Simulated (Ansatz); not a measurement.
input.yaml

```yaml
crystal:
  periodic: [false, false, false]
  atoms:
    - { symbol: F, position_ang: [-2.3088, 0.1948, -0.4257] }
    - { symbol: C, position_ang: [-1.5951, 0.1126, 0.6812] }
    - { symbol: C, position_ang: [-0.3341, -0.5851, 0.3709] }
    - { symbol: S, position_ang: [0.3105, -1.9034, 1.2457] }
    - { symbol: Si, position_ang: [0.7616, 0.0785, -1.0123] }
    - { symbol: S, position_ang: [2.4435, 1.1508, -0.1581] }
    - { symbol: H, position_ang: [-1.36, 1.124, 1.0658] }
    - { symbol: H, position_ang: [-2.1471, -0.4034, 1.4216] }
    - { symbol: H, position_ang: [0.0278, 1.0792, -1.7944] }
    - { symbol: H, position_ang: [1.2981, -0.9787, -1.8581] }
    - { symbol: H, position_ang: [2.9692, 0.0737, 0.4839] }
basis:
  gaussian: { orbitals: def2-SVP }
hamiltonian:
  xc: r2scan
  dispersion: d4
relax:
  f_tol: 0.015
  max_steps: 40
```

Command:

```bash
$ ansatz run input.yaml --threads 2 --pin off --max-ram 3072MiB --backend cpu --events-out ev --progress --plain --runs-dir out
```

Hardware: 2 threads of Intel(R) Xeon(R) Platinum 8375C CPU @ 2.90GHz (Ice Lake), with other jobs on the host.

Q: Roughly how long does this run take, and how much memory?

A: 110 s, with a peak of 0.21 GiB, for 26 ionic steps.
